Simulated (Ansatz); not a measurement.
Isomers of Sn$_{16}$PH$_{28}$ (doublet), relaxed with PBE-D4/def2-SVP; total energies from Ansatz at r2SCAN0-D4/def2-TZVP.

| isomer | description | energy (Eh) |
| --- | --- | --- |
| A | point group not assigned; 16 × Sn–Sn 2.81 to 2.85 Å; 3 × P–Sn 2.56 to 2.57 Å; 28 × H–Sn 1.73 to 1.82 Å | -3788.07385 |
| B | point group not assigned; 17 × Sn–Sn 2.81 to 2.84 Å; 2 × P–Sn 2.56 Å; 27 × H–Sn 1.74 to 1.76 Å; 1 × H–P 1.44 Å | -3788.08111 |

In the def2 sets Sn takes a core potential; there is no spin–orbit coupling. Single mean-field runs in def2-TZVP are fitted with def2-universal-jkfit.

Q: Work out the relative energies (1 Eh = 2625.5 kJ/mol) and the Boltzmann populations at 298 K from electronic energies alone (R = 8.314 J/mol/K).

A: ΔE: A 19.1, B 0.0 kJ/mol. RT = 2.48 kJ/mol. Factors exp(−ΔE/RT): A 0.000452, B 1; sum 1.000. Populations: A 0.0 %, B 100.0 %. Zero-point energy, vibrational entropy and symmetry numbers are left out and can shift these; an error of 4 kJ/mol changes a ratio by a factor of 5.0. Over the other density-functional and correlated levels in def2 sets, the gap between B and A ranges from 13 to 23 kJ/mol.
